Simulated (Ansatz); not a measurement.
Consider the atomization: `CC1=C[CH]1[SnH3]` → 4 C• + 8 H• + Sn•.

Program: Ansatz. Geometries: PBE0-D4/def2-TZVP. ΔE: electronic, gas phase. CBS: MP2 limit from def2 TZ/QZ plus the TZ coupled-cluster correction, frozen cores. This one scheme is used for every species, atoms too. Functionals use def2-TZVPP. B3LYP here is the variant with VWN-RPA as its local correlation; programs differ in this. Open shells (•) are unrestricted, without spin–orbit coupling. Spin–orbit coupling would lower the free atoms: a little for C; strongly for Sn. def2 core potentials past Kr. Bonds to Sn are less sure, by a few kJ/mol each and by 10 to 20 or more in all where they break to atoms, as the def2 sets lack core-valence functions.

`CC1=C[CH]1[SnH3]`:

Z-matrix (Å, degrees):
```
C
C 1 1.464
H 1 1.095 2 110.1
H 1 1.091 2 111.7 3 121.0
H 1 1.094 2 110.4 3 -117.6
C 2 1.288 1 152.7 3 -120.1
C 2 1.505 1 142.6 3 56.9
H 6 1.077 2 150.6 1 -0.1
Sn 7 2.148 2 121.6 1 -71.1
H 7 1.094 2 117.6 1 77.0
H 9 1.713 7 111.7 2 -141.8
H 9 1.714 7 112.0 2 97.5
H 9 1.714 7 108.2 2 -22.4
```

(1) What is ΔE at CCSD(T)/CBS? (Estimate.)

(2) What do these levels give: ωB97X-V, ωB97M-V, PBE, PBE0, B3LYP, HF/CBS(def2)? (Best estimate.)

Largest T1 diagnostic among the species: 0.012.

Results:

(1) Computed: +48.75 eV.

(2) Ansatz gave: ωB97X-V 48.90, ωB97M-V 48.79, PBE 49.53, PBE0 48.85, B3LYP 48.21, HF/CBS(def2) 35.45 eV.

The D4 term adds +0.46 eV with B3LYP and +0.24 eV with PBE0; it sums over pairs of atoms, weighted by their polarisabilities, and B3LYP, whose exchange is more repulsive, gets the larger term. In def2-TZVPP, CCSD(T) changes the Hartree–Fock value by +12.23 eV (the triples alone add +0.77 eV) and MP2 by +12.66 eV; breaking electron pairs costs correlation energy, which Hartree–Fock lacks.

For atomizations the MP2-based limit and the directly extrapolated one differ by several kJ/mol either way, and by 10 to 25 for some Ge, Se and Sn compounds, so smaller differences from it don't rank the levels.
